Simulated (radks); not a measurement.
The numbers below are computed, except where a source is named.
N3.25+, configuration [He] 2s1.75 (fractional occupations, a model configuration). Code: a radial shooting solver on a logarithmic mesh with Libxc functionals. Model: scalar-relativistic Kohn-Sham, BLYP, spin-unpolarised, spherical densities, point nucleus.

Normalised radial functions P(r) = r R(r), r in bohr:

r	1s	2s
0.008781	0.2922	0.0824
0.01073	0.3520	0.0992
0.013	0.4196	0.1182
0.01587	0.5021	0.1414
0.01939	0.5982	0.1684
0.02368	0.7088	0.1993
0.02892	0.8343	0.2343
0.03505	0.9684	0.2713
0.0428	1.1202	0.3128
0.05228	1.2806	0.3558
0.06386	1.4431	0.3977
0.07799	1.5982	0.4349
0.0945	1.7284	0.4614
0.1154	1.8294	0.4728
0.141	1.8783	0.4595
0.1722	1.8591	0.4126
0.2086	1.7659	0.3279
0.2548	1.5889	0.1923
0.3113	1.3411	0.0077
0.3802	1.0480	-0.2181
0.4643	0.7462	-0.4662
0.5626	0.4846	-0.6966
0.6872	0.2710	-0.8911
0.8394	0.1289	-0.9981
1.025	0.0502	-0.9875
1.252	0.0153	-0.8600
1.517	0.0037	-0.6606
1.853	0.0006	-0.4305
2.263	0.0001	-0.2341
2.765	0.0000	-0.1021
3.377	0.0000	-0.0338

1s: eigenvalue -458.62 eV, 0 radial nodes, <r> = 0.229 bohr, 90 % of the charge inside 0.410 bohr. 2s: eigenvalue -72.906 eV, 1 radial node at r = 0.314 bohr, <r> = 1.09 bohr, 90 % of the charge inside 1.69 bohr.
